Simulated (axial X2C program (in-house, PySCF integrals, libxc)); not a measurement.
**Which molecule has these constants?**

Calculated with an axial X2C code built on PySCF integrals, spin-free (one-electron X2C) or two-component (2c: spin–orbit coupling with atomic mean-field Coulomb and Gaunt terms, which also bring small scalar terms), in Dyall basis sets with cores contracted in-house; open shells are unrestricted.

A two-component PBE0 calculation in a Dyall 3-zeta basis gave Re = 2.668 Å, ωe = 228.8 cm⁻¹, De = 0.71 eV, Ω = 1/2.

Question: Which molecule is it?
A. CuH⁺
B. LiCu⁺
C. NaCu⁺

Answer: B. The others have CuH⁺ 1.466 Å and 1899.0 cm⁻¹ (Ω = 1/2); NaCu⁺ 3.005 Å and 119.0 cm⁻¹ (Ω = 1/2).

Each entry is the lowest single determinant of a limited PBE0 search at one distance. De goes to single-determinant-based atoms at the same level (for ions the charge split of lowest energy) and is withheld (n/a) where an atom does not fit its ground term or J level. Main or longest-lived isotopes.
